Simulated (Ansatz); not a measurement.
Lin: binding per atom (eV) at several levels, gas phase, relaxed structures; Ansatz. Clusters are the lowest isomers that short searches found in that spin, judged at the geometry's level. Binding counts from free atoms in the multiplicity of their measured ground term, without zero-point energy. The structures are stationary points that may keep the symmetry of their start. Correlated methods freeze inner cores and use unrestricted references for open shells. Remarks come from the PBE and PBE0 runs and from stability tests at other levels; not every state was tested.

| species | state | geometry | PBE/def2-SVP | PBE/def2-TZVP | PBE0/def2-SVP | PBE0/def2-TZVP | PBE0/def2-TZVPD | RPA@PBE/def2-TZVP | remarks |
| --- | --- | --- | --- | --- | --- | --- | --- | --- | --- |
| Li5 | doublet | PBE/def2-TZVP | 0.76 | 0.71 | 0.72 | 0.69 | 0.69 | 0.39 | spin-contaminated (⟨S²⟩ up to 1.03) |
| Li8 | singlet | PBE0/def2-TZVP | 0.97 | 0.93 | 0.93 | 0.90 | 0.90 | 0.59 | restricted SCF unstable in HF |
| Li9 | doublet | r2SCAN/def2-TZVP | 0.99 | 0.95 | 0.95 | 0.92 | 0.92 | 0.61 | – |
| Li12 | singlet | PBE0/def2-SVP | 1.05 | 1.01 | 1.00 | 0.97 | 0.98 | 0.68 | restricted SCF unstable in HF |
| Li18 | singlet | PBE0/def2-SVP | 1.16 | 1.12 | 1.11 | 1.08 | 1.08 | 0.79 | restricted SCF unstable in HF |

Question: Estimate the rows for Li3 (doublet, PBE/def2-TZVP geometry); Li7 (doublet, PBE/def2-TZVP geometry).

Answer: 
| species | state | geometry | PBE/def2-SVP | PBE/def2-TZVP | PBE0/def2-SVP | PBE0/def2-TZVP | PBE0/def2-TZVPD | RPA@PBE/def2-TZVP |
| --- | --- | --- | --- | --- | --- | --- | --- | --- |
| Li3 | doublet | PBE/def2-TZVP | 0.52 | 0.49 | 0.50 | 0.47 | 0.47 | 0.24 |
| Li7 | doublet | PBE/def2-TZVP | 0.94 | 0.90 | 0.89 | 0.86 | 0.87 | 0.56 |
